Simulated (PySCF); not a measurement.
SMILES [SiH3][Be][Cl] (H3BeClSi) at its CAM-B3LYP/def2-SVP optimised geometry (Å):

```
6

Be     0.4497     0.2154     0.0000
Cl     2.2637     0.2154     0.0000
Si    -1.7125     0.2172    -0.0021
H     -2.2630     0.6538     1.3153
H     -2.2637    -1.1414    -0.2841
H     -2.2601     1.1414    -1.0390
```

Level of theory: CAM-B3LYP/def2-TZVP (PySCF 2.14.0). Cells within 0.4 Å of a nucleus heavier than hydrogen are left out (blank, or x).

Map of the electron localisation function on the plane z = 0.0 Å:

```
|0000000000000000000000000000000|
|0000000000000000000000000000000|
|0000000000000000000000000000000|
|0000000000000000000000000000000|
|0000000000000000000000000000000|
|0000000000000000000000000000000|
|0000000000000000000000000000000|
|0000000000000000000000111000000|
|0000001221000011000112333210000|
|0000012332111343001244555431000|
|0000123443223675112466777652100|
|0000124553236897213677888764100|
|0000124410028996003788888875200|
|000012311x508991110885005886310|
|00001120xxx16990xx0881xx0886310|
|000012205xx17990xx0882xx1886310|
|0001257501018993001887338876300|
|0002689996447997104778888875200|
|0015899999855787213667888763100|
|0027999999952354101355666542000|
|0028999999951121000233444320000|
|0017999999941000000011222100000|
|0003899999830000000000000000000|
|0000489998510000000000000000000|
|0000014553100000000000000000000|
|0000000000000000000000000000000|
|0000000000000000000000000000000|
|0000000000000000000000000000000|
|0000000000000000000000000000000|
|0000000000000000000000000000000|
|0000000000000000000000000000000|
```
Scale: ten equal steps from 0.000 (start of '0') to 1.000 (end of '9'), in the order '0123456789'; x runs from -4.50 to 4.50, y from -4.50 (bottom) to 4.50 (top).
